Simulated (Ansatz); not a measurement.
BrH$_{5}$OSi$_{2}$ (`[SiH3]O[SiH2]Br`), relaxed with RKS PBE-D4/def2-SVP in the Gaussian-basis code of Ansatz from a rough embedded geometry. The force threshold is 0.03 eV/Å; the program also tests the step.

The species carries charge 0 and has multiplicity 1.

Start:

```xyz
9

Si   -0.890   -0.657   -1.104
O     0.397    0.003   -0.399
Si    0.836    0.639    1.079
Br    3.006    1.212    0.865
H    -1.349   -1.872   -0.303
H    -0.683   -1.046   -2.495
H    -2.043    0.319   -1.069
H     0.023    1.775    1.352
H     0.702   -0.373    2.074
```

| step | energy (eV) | largest force (eV/Å) | largest move (Å) |
| --- | --- | --- | --- |
| 1 | -87896.7113 | 2.399 | 0.000 |
| 2 | -87896.9178 | 1.473 | 0.098 |
| 3 | -87896.9652 | 0.437 | 0.153 |
| 4 | -87896.9769 | 0.040 | 0.049 |
| 5 | -87896.9777 | 0.039 | 0.033 |
| 6 | -87896.9782 | 0.077 | 0.040 |
| 7 | -87896.9787 | 0.083 | 0.047 |
| 8 | -87896.9797 | 0.125 | 0.103 |
| 9 | -87896.9800 | 0.198 | 0.081 |
| 10 | -87896.9816 | 0.125 | 0.024 |
| 11 | -87896.9966 | 0.072 | 0.200 |
| 12 | -87896.9981 | 0.167 | 0.074 |
| 13 | -87897.0089 | 0.293 | 0.191 |
| 14 | -87897.0271 | 0.072 | 0.114 |
| 15 | -87897.0326 | 0.090 | 0.134 |
| 16 | -87897.0346 | 0.019 | 0.048 |
| 17 | -87897.0350 | 0.035 | 0.058 |
| 18 | -87897.0354 | 0.011 | 0.023 |

End:

```xyz
9

Si   -0.970   -0.640   -1.090
O    -0.486    0.454    0.098
Si    0.748    0.719    1.176
Br    2.735    0.509    0.154
H    -1.017   -2.032   -0.520
H    -0.014   -0.605   -2.248
H    -2.339   -0.227   -1.539
H     0.631    2.118    1.688
H     0.713   -0.296    2.280
```

Hardware: 2 threads of an AMD EPYC 7R13 on a shared host. Wall time 25 s, peak host memory 0.41 GiB.
